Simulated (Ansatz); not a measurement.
The first iterations of a band of BrH + ClH3OSn (8 atoms, charge 0, multiplicity 1).

Method: Ansatz, RKS PBE0/def2-SVP.

```yaml
movable_images: 5
climbing_image: yes
spring: 5.0 eV/Å²
optimiser: quadratic models (default)
start_path: straight line
force_threshold: 0.03 eV/Å
iteration_limit: 60
end_points: relaxed
```

First end point:

```xyz
8
Properties=species:S:1:pos:R:3
Sn -0.169 -0.208 -0.179
O -0.212 0.350 1.744
H -1.095 0.531 2.091
H 1.293 0.413 -0.775
Cl -1.977 0.916 -1.165
H -0.490 -1.879 -0.254
Br 2.069 2.409 2.384
H 0.961 1.463 2.203
```

Last end point:

```xyz
8
Properties=species:S:1:pos:R:3
Sn -0.365 0.841 -0.055
O 1.069 -0.567 1.711
H 0.528 -1.163 2.245
H 1.162 0.759 -0.787
Cl -1.653 2.108 -1.590
H -1.365 -0.499 0.256
Br -0.282 2.360 1.954
H 1.286 0.157 2.316
```

| iteration | highest image above the first end (eV) | largest band force component (eV/Å) |
| --- | --- | --- |
| 1 | 1.654 | 3.125 |
| 2 | 0.622 | 2.723 |
| 3 | 0.373 | 1.255 |
| 4 | 0.195 | 0.708 |
| 5 | 0.084 | 0.751 |
| 6 | 0.078 | 0.808 |
| 7 | 0.074 | 0.163 |
| 8 | 0.117 | 0.499 |
| 9 | 0.125 | 0.269 |
| 10 | 0.153 | 0.240 |
| 11 | 0.162 | 0.366 |
| 12 | 0.160 | 0.157 |
| 13 | 0.158 | 0.086 |

Question: Does the band converge within its limit, and where does its top end?

Answer: It converged. It ended after 41 iterations with the highest image 0.157 eV above the first end. Another band between the same ends (5 images) ends at a top of the same energy, where a vibrational analysis finds 1 clearly imaginary mode. The orbitals stay closed-shell, which can raise the energy where a bond breaks towards radicals; this wasn't checked here.

The run took 7 min on 4 threads of Arm Neoverse V1, on a shared host, peak memory 0.3 GiB.
